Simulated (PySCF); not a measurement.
# Calculated properties of `C=CC(=C)S(=O)(=O)O`

Species: C4H6O3S.
Numbering: `[CH2:1]=[CH:2][C:3](=[CH2:4])[S:5](=[O:6])(=[O:7])[OH:8]` (hydrogens: H9, H10 on C1; H11 on C2; H12, H13 on C4; H14 on O8)

Structure used (GFN2-xTB), in Å, numbered top down from 1:
```
atom  x, y, z in Å
C1    -1.510   -0.041   -1.396
C2    -1.117   -0.794   -0.374
C3    -0.074   -0.427    0.550
C4     0.378   -1.138    1.572
S5     0.733    1.156    0.288
O6     1.809    1.315    1.222
O7    -0.218    2.210    0.154
O8     1.422    0.912   -1.161
H9    -1.071    0.921   -1.587
H10   -2.293   -0.368   -2.058
H11   -1.579   -1.756   -0.187
H12    1.169   -0.744    2.185
H13   -0.023   -2.107    1.824
H14    2.373    0.862   -1.055
```

From GFN2-xTB geometry:

| Item | Value |
| --- | --- |
| Point group of the GFN2-xTB geometry | C1 |
| Rotational constants A, B, C of the GFN2-xTB geometry | 2.548, 1.812, 1.360 GHz |

**wB97X-D/def2-SVPD ground state and vertical TDDFT (core frozen in the response) (PySCF)**

| Item | Value |
| --- | --- |
| Dipole moment | 4.02 D |
| HOMO energy | -9.45 eV |
| LUMO energy | -0.02 eV |
| HOMO–LUMO gap | 9.43 eV |
| Lowest singlet excitation | 5.83 eV (213 nm, f = 0.473) |
| Strongest line among the 8 lowest singlet transitions | S1 at 5.83 eV (213 nm, f = 0.473) |
| Lowest triplet excitation (Tamm–Dancoff) | 3.34 eV |
| Static isotropic polarisability | 79.1 au |
| Electronic spatial extent ⟨r²⟩ about the centre of nuclear charge | 962 bohr² |

From PBE0/pcSseg-1 ground state and GIAO shieldings, non-relativistic (PySCF):

| Property | Result |
| --- | --- |
| Lowest Hirshfeld atomic charge | -0.30 e on O6 |
| Highest Hirshfeld atomic charge | +0.56 e on S5 |
| 13C chemical shifts (computed TMS as zero) by class | 155.7 (C3), 136.5 (C1), 133.1 (C2), 127.7 (C4) ppm |
| 1H chemical shifts (computed TMS as zero) by class | 6.81 (H9), 6.64 (H11), 6.39 (H12), 6.15 (H10), 6.00 (H13), 4.60 (H14) ppm |
| Isotropic shieldings of nuclei other than C and H, by class | 105 (O6/O7), 123 (O8), 195 (S5) ppm |
| Mayer bond orders between heavy atoms | C1–C2 1.91, C2–C3 1.04, C3–C4 1.89, C3–S5 0.88, S5–O6 1.75, S5–O7 1.80, S5–O8 0.93 |

Monoisotopic mass from the formula: 134.0038 u.

In wavenumbers S1 is 47000 cm⁻¹ (1 eV = 8065.54 cm⁻¹). The polarisability is 11.72 Å³ as a volume (1 au = 0.148185 Å³), or 1.13 au for each of the 70 electrons. No computed singlet falls in the visible range (750 to 380 nm, 1.65 to 3.26 eV); S1 lies 2.57 eV above its blue end. The vertical singlet–triplet gap S1 − T1 is 2.49 eV (TDDFT singlet less Tamm–Dancoff triplet; S1: HOMO→LUMO, weight 0.96; T1: HOMO→LUMO, weight 0.93). S1 lies 3.60 eV below the HOMO–LUMO gap; its leading configuration is HOMO→LUMO, weight 0.96. A dipole of 4.02 D is allowed in C1, and pure rotational transitions are dipole-allowed. The largest Löwdin shares of the HOMO are 0.28 on C1, 0.24 on C2, 0.20 on C4 and 0.16 on C3. The rotational constants make it an asymmetric top with κ = (2B − A − C)/(A − C) = -0.24, nearer the prolate limit (−1).

Geometry: GFN2-xTB, one conformer, isolated molecule. NMR classes are plain means over equivalent atoms (diastereotopic ones count apart unless rotation or inversion swaps them), as if these changed places fast; in this geometry the members of some classes differ.

For the NMR shielding job (PBE0/pcSseg-1), the run took 22 s wall on one thread, x86-64 server, shared host.
